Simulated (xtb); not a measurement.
C₈H₉ (SMILES [CH2]c1ccc(C)cc1), doublet, at a GFN2-xTB geometry; GFN1-xTB (xtb 6.7.1).

The xtb input:
```
$ xtb mol.xyz --gfn 1 --uhf 1 --json

# file mol.xyz
17

C     -2.86940762     0.04230958     0.04061680
C     -1.49251200     0.02059238     0.02077269
C     -0.76964542    -1.10670664    -0.46122192
C      0.60065833    -1.11868845    -0.47556411
C      1.34045314    -0.02581735    -0.01768787
C      2.83523812    -0.03240613    -0.04110719
C      0.64717806     1.09259535     0.45923992
C     -0.72087053     1.12517956     0.48211883
H     -3.44548796    -0.79521068    -0.30925238
H     -3.40864576     0.89741059     0.40629066
H     -1.32637261    -1.96090267    -0.81821381
H      1.12443398    -1.98904985    -0.84687777
H      3.21858061    -1.01579588    -0.30197407
H      3.23522463     0.25477780     0.93086154
H      3.20460889     0.68682114    -0.77355242
H      1.21174650     1.94351087     0.81542914
H     -1.24064055     1.99608895     0.85428617
```

### Question
Predict the main parts of the log of this xtb run.

### Answer

```
   ID    Z sym.   atoms
    1    6 C      1-8
    2    1 H      9-17

           -------------------------------------------------
          |                Calculation Setup                |
           -------------------------------------------------

           -------------------------------------------------
          |                 G F N 1 - x T B                 |
           -------------------------------------------------

          ...................................................
          :                      SETUP                      :
          :.................................................:
          :  # basis functions                  50          :
          :  # atomic orbitals                  50          :
          :  # shells                           34          :
          :  # electrons                        41          :
          :  # halogen bonds                     0          :
          :  max. iterations                   250          :
          :  Hamiltonian                  GFN1-xTB          :
          :  restarted?                      false          :
          :  GBSA solvation                  false          :
          :  PC potential                    false          :
          :  electronic temp.          300.0000000     K    :
          :  accuracy                    1.0000000          :
          :  -> integral cutoff          0.2500000E+02      :
          :  -> integral neglect         0.1000000E-07      :
          :  -> SCF convergence          0.1000000E-05 Eh   :
          :  -> wf. convergence          0.2000000E-04 e    :
          :  Broyden damping             0.4000000          :
          :  net charge                          0          :
          :  unpaired electrons                  1          :
          ...................................................

 iter      E             dE          RMSdq      gap      omega  full diag
   1    -22.0508406 -0.220508E+02  0.935E+00    2.90       0.0  T
   2    -22.0816867 -0.308462E-01  0.564E+00    2.58       1.0  T
   3    -22.0681222  0.135645E-01  0.108E+00    3.08       1.0  T
   4    -22.0853349 -0.172127E-01  0.205E-01    2.69       1.0  T
   5    -22.0856681 -0.333226E-03  0.788E-02    2.75       1.0  T
   6    -22.0858023 -0.134175E-03  0.774E-03    2.73       3.1  T
   7    -22.0858029 -0.644597E-06  0.123E-03    2.72      19.7  T
   8    -22.0858029 -0.118951E-07  0.353E-04    2.72      68.8  T
   9    -22.0858029 -0.248537E-09  0.553E-05    2.72     438.5  T
  10    -22.0858029 -0.310614E-10  0.350E-05    2.72     692.9  T

   *** convergence criteria satisfied after 10 iterations ***

         :::::::::::::::::::::::::::::::::::::::::::::::::::::
         ::                     SUMMARY                     ::
         :::::::::::::::::::::::::::::::::::::::::::::::::::::
         :: total energy             -21.700400256031 Eh    ::
         :: gradient norm              0.009597077399 Eh/a0 ::
         :: HOMO-LUMO gap              2.724708244406 eV    ::
         ::.................................................::
         :: SCC energy               -22.085802915606 Eh    ::
         :: -> electrostatic           0.000921439464 Eh    ::
         :: repulsion energy           0.393007340375 Eh    ::
         :: dispersion energy         -0.007604680800 Eh    ::
         :: halogen bond corr.         0.000000000000 Eh    ::
         :: add. restraining           0.000000000000 Eh    ::
         :: total charge              -0.000000000000 e     ::
         :::::::::::::::::::::::::::::::::::::::::::::::::::::

           -------------------------------------------------
          |                Property Printout                |
           -------------------------------------------------

    * Orbital Energies and Occupations

         #    Occupation            Energy/Eh            Energy/eV
      -------------------------------------------------------------
         1        2.0000           -0.6671661             -18.1545
       ...           ...                  ...                  ...
         9        2.0000           -0.5544357             -15.0870
        10        2.0000           -0.5396521             -14.6847
        11        2.0000           -0.5387889             -14.6612
        12        2.0000           -0.5223947             -14.2151
        13        2.0000           -0.5179993             -14.0955
        14        2.0000           -0.5095032             -13.8643
        15        2.0000           -0.5037158             -13.7068
        16        2.0000           -0.4933844             -13.4257
        17        2.0000           -0.4714918             -12.8299
        18        2.0000           -0.4571442             -12.4395
        19        2.0000           -0.4453698             -12.1191
        20        2.0000           -0.4374630             -11.9040
        21        1.0000           -0.3524107              -9.5896 (HOMO)
        22                         -0.2522795              -6.8649 (LUMO)
        23                         -0.2277617              -6.1977
        24                         -0.1343294              -3.6553
        25                         -0.1214331              -3.3044
        26                         -0.1081863              -2.9439
        27                         -0.1055402              -2.8719
        28                         -0.0938503              -2.5538
        29                         -0.0892867              -2.4296
        30                         -0.0684833              -1.8635
        31                         -0.0652044              -1.7743
        32                         -0.0519907              -1.4147
       ...                                ...                  ...
        50                          0.6676338              18.1672
      -------------------------------------------------------------
                  HL-Gap            0.1001312 Eh            2.7247 eV
             Fermi-level           -0.3486410 Eh           -9.4870 eV

  Mulliken/CM5 charges         n(s)   n(p)   n(d)
     1C    -0.09408 -0.19517   1.055  3.039  0.000
     2C     0.01992  0.00573   1.070  2.910  0.000
     3C    -0.03668 -0.09063   1.063  2.974  0.000
     4C    -0.03979 -0.09402   1.057  2.983  0.000
     5C     0.01394 -0.00419   1.085  2.901  0.000
     6C    -0.08802 -0.23338   1.005  3.083  0.000
     7C    -0.04003 -0.09423   1.056  2.984  0.000
     8C    -0.03668 -0.09062   1.063  2.974  0.000
     9H     0.03373  0.08793   0.966  0.000  0.000
    10H     0.03372  0.08792   0.966  0.000  0.000
    11H     0.03064  0.08795   0.969  0.000  0.000
    12H     0.02856  0.08580   0.971  0.000  0.000
    13H     0.03491  0.08783   0.965  0.000  0.000
    14H     0.03943  0.09185   0.961  0.000  0.000
    15H     0.04151  0.09368   0.958  0.000  0.000
    16H     0.02834  0.08564   0.972  0.000  0.000
    17H     0.03059  0.08790   0.969  0.000  0.000

Wiberg/Mayer (AO) data.
largest (>0.10) Wiberg bond orders for each atom

 ---------------------------------------------------------------------------
     #   Z sym  total        # sym  WBO       # sym  WBO       # sym  WBO
 ---------------------------------------------------------------------------
     1   6 C    3.739 --     2 C    1.476    10 H    0.983     9 H    0.983
     2   6 C    3.992 --     1 C    1.476     3 C    1.223     8 C    1.219
     3   6 C    3.971 --     4 C    1.531     2 C    1.223    11 H    0.973
     4   6 C    3.996 --     3 C    1.531     5 C    1.356    12 H    0.971
     5   6 C    3.957 --     4 C    1.356     7 C    1.346     6 C    1.029
     6   6 C    3.994 --     5 C    1.029    13 H    0.985    14 H    0.974
                            15 H    0.968
     7   6 C    3.996 --     8 C    1.542     5 C    1.346    16 H    0.973
     8   6 C    3.973 --     7 C    1.542     2 C    1.219    17 H    0.973
     9   1 H    1.003 --     1 C    0.983
    10   1 H    1.003 --     1 C    0.983
    11   1 H    1.002 --     3 C    0.973
    12   1 H    1.002 --     4 C    0.971
    13   1 H    1.004 --     6 C    0.985
    14   1 H    1.002 --     6 C    0.974
    15   1 H    1.001 --     6 C    0.968
    16   1 H    1.001 --     7 C    0.973
    17   1 H    1.001 --     8 C    0.973
 ---------------------------------------------------------------------------

Topologies differ in total number of bonds
Writing topology from bond orders to xtbtopo.mol

 dipole moment from electron density (au)
     X       Y       Z
   0.3102   0.0192  -0.0070  total (Debye):    0.790

           -------------------------------------------------
          | TOTAL ENERGY              -21.700400256031 Eh   |
          | GRADIENT NORM               0.009597077399 Eh/α |
          | HOMO-LUMO GAP               2.724708244406 eV   |
           -------------------------------------------------

normal termination of xtb
```
